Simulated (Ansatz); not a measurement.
Mulliken charges of `CC1(I)CO1` from B3LYP/def2-TZVPP in Ansatz (PBE0-D4/def2-TZVP geometry).

```csv
atom,x (Å),y (Å),z (Å),charge (e)
C1,-0.712,-1.025,0.230,-0.238
C2,0.414,-0.086,-0.058,0.180
I3,2.282,-0.754,0.776,-0.078
C4,0.256,1.349,-0.253,-0.032
O5,0.498,0.445,-1.336,-0.322
H6,-0.839,-1.155,1.305,0.098
H7,-0.518,-2.001,-0.217,0.105
H8,-1.634,-0.620,-0.196,0.091
H9,-0.741,1.781,-0.234,0.088
H10,1.079,2.015,-0.015,0.109
```

By hand: the dipole of these point charges (1 e Å = 4.8032 D).

Σ q r = (-0.335, 0.097, 0.378) e Å, of length 0.514 e Å = 2.47 D.

How does the dipole of the full density compare? (An estimate is asked.)

Ansatz gave: (-0.411, 0.163, 0.198) e Å, 2.33 D; the point charges give 1.06 times that, at 24° from its direction.

Point charges leave out the atoms' own dipoles, such as those of lone pairs, and Mulliken's split depends on the basis, so the two needn't agree.

B3LYP here is the variant with VWN-RPA as its local correlation; programs differ in this.
